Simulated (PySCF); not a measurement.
This PySCF input asks for the NMR shieldings of SMILES C[CH2][AlH-]1[Cl+][AlH2-][Cl+]1, C2H8Al2Cl2; the geometry comes from GFN2-xTB.

```python
import basis_set_exchange as bse
import numpy as np
from pyscf import gto, dft
from pyscf.prop import nmr

atoms = """
C    -2.521691    0.171928   -0.078016
C    -1.268908    0.389237    0.790607
Al    0.197420    0.252180   -0.539733
Cl    1.682786    1.901940   -0.498759
Al    3.274105    0.510809    0.032628
Cl    1.845867   -1.134112    0.000430
H    -3.438328    0.208124    0.509580
H    -2.474785   -0.795282   -0.578513
H    -2.584341    0.933383   -0.855328
H    -1.368806    1.353288    1.308763
H    -1.269182   -0.363963    1.591108
H    -0.018229   -0.009002   -2.045178
H     3.694680    0.774184    1.492723
H     4.248734    0.366863   -1.152478
"""
names = dict.fromkeys(["C", "Al", "Cl", "H"], "pcSseg-1")
basis = {el: gto.basis.parse(bse.get_basis(n, elements=[el], fmt="nwchem")) for el, n in names.items()}
mol = gto.M(atom=atoms, basis=basis, charge=0, verbose=0)
mf = dft.RKS(mol, xc="PBE0")
mf.grids.level = 2
mf.grids.alignment = dft.numint.BLKSIZE   # the property module wants whole blocks of grid points
mf.conv_tol = 1e-9
mf.kernel()

calc = nmr.RKS(mf)   # GIAO
C = mf.mo_coeff
Co = C[:, mf.mo_occ > 0]
resp = mf.gen_response(singlet=True, hermi=2)
def vind(x):   # induced exchange potential for any number of trial vectors
    d = np.einsum("pi,xij,qj->xpq", C, 2 * x.reshape(-1, C.shape[1], Co.shape[1]), Co, optimize=True)
    return np.einsum("xpq,pi,qj->xij", resp(d - d.transpose(0, 2, 1)), C, Co, optimize=True).ravel()
mo1, _ = nmr.rhf.solve_mo1(calc, with_cphf=vind)
sigma = calc.kernel(mo1)
for i, s in enumerate(sigma):   # ppm
    print("%2d %-2s %9.2f" % (i, mol.atom_pure_symbol(i), np.trace(s) / 3))
```

**Question.** What does it print?

**Answer.** 
```
 0 C     174.05
 1 C     180.49
 2 Al    405.12
 3 Cl    928.48
 4 Al    412.88
 5 Cl    928.61
 6 H      30.05
 7 H      30.68
 8 H      30.68
 9 H      30.97
10 H      30.97
11 H      27.11
12 H      27.14
13 H      27.10
```

These numbers come from an equivalent density-fitted implementation of the same equations, which agrees with the script to about 0.01 ppm for H and up to a few tenths of a ppm for heavy atoms, so last digits may differ.

Size and cost of the density-fitted run: 170 basis functions, 90 s wall time (62 s CPU) on 1 thread of an Intel Xeon, shared host; peak memory 0.75 GiB.
